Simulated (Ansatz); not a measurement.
Cost and result for the atomization energy of CH₆GeOSn (`[SnH3][GeH]1[CH2][O]1`) (10 atoms, 10 bonds).

Z-matrix (Å, degrees):
```
Sn
Ge 1 2.583
H 1 1.704 2 110.2
H 1 1.706 2 109.9 3 120.3
H 1 1.702 2 107.6 3 -120.2
C 2 1.915 1 121.0 3 117.1
O 2 1.850 1 109.4 3 69.8
H 2 1.536 1 121.8 3 -59.4
H 6 1.091 2 119.2 1 20.5
H 6 1.091 2 118.4 1 166.8
```

Charge 0, multiplicity 1. Correlated methods include outer-core shells of Ge, Sn, which these sets cover unevenly. Scalar relativity is left out up to krypton. Sn: def2 effective core potential. The structure was optimised at the PBE0-D4/def2-TZVP level. Program: Ansatz. All runs use 4 threads of an Arm Neoverse V2 on a shared host. Times are those of one run each, without the atoms' runs, and a repeat can differ threefold. Electronic energies, without spin–orbit coupling; frozen cores. CCSD(T)/CBS adds CCSD(T) − MP2 in def2-TZVPP to the MP2 limit, and its time is that of the two runs behind it. T1 = 0.015. With those shells the extrapolation isn't a true limit.

CCSD(T)/CBS is a level of theory with its own doubt, some kJ/mol a heavy atom from the limit and from the frozen cores, so smaller differences don't rank the functionals.

```tsv
level	functions	wall time	atomization (kJ/mol)	difference from CCSD(T)/CBS	per bond
LDA (SPW92)/def2-TZVPP	244	1.2 s	3428.6	456.4	45.6
BLYP-D4/def2-TZVPP	244	1.9 s	2922.9	-49.3	-4.9
PBE-D4/def2-TZVPP (with forces)	244	2.4 s	2985.9	13.7	1.4
CAM-B3LYP-D4/def2-TZVPP	244	3.6 s	2942.4	-29.8	-3.0
r2SCANh-D4/def2-TZVPP	244	4.7 s	2932.8	-39.4	-3.9
B2PLYP/def2-TZVPP	244	6 s	2895.7	-76.5	-7.7
PBE-QIDH/def2-TZVPP	244	6 s	2909.0	-63.2	-6.3
ωB97X-V/def2-TZVPP	244	8 s	2968.4	-3.8	-0.4
B97M-V/def2-TZVPP	244	10 s	2990.9	18.7	1.9
CCSD(T)/def2-SVP	116	10 s	2738.2	-234.0	-23.4
MP2/def2-QZVPP	465	20 s	2943.4	-28.8	-2.9
CCSD(T)/def2-TZVPP	244	3.8 min	2892.9	-79.3	-7.9
CCSD(T)/CBS(def2)	–	4.1 min	2972.2	0.0	0.0
```

Leaving LDA and LC-ωPBE aside and taking each functional with its dispersion term where it has one, the values, not all of them listed here, spread over 161.2 kJ/mol, from BHLYP-D4 to B97M-V. LDA lies +463.3 kJ/mol from PBE without D4, its usual overbinding. At CCSD(T), def2-SVP lies −234.0 kJ/mol from the extrapolated value and def2-TZVPP −79.3 kJ/mol: correlation converges slowly with the basis, and small sets miss more of it in the bonded molecule than in its fragments. The D4 term adds +33.6 kJ/mol with B3LYP and +17.7 kJ/mol with PBE0; it sums over pairs of atoms, weighted by their polarisabilities, and B3LYP, whose exchange is more repulsive, gets the larger term.

B3LYP here is the variant with VWN-RPA as its local correlation; programs differ in this.

Spin–orbit coupling would lower the free Sn atoms strongly, and the atomization energy with them, by more than many differences here. For some Ge, Se and Sn compounds the MP2-based and the directly extrapolated limit differ by 10 to 25 kJ/mol.
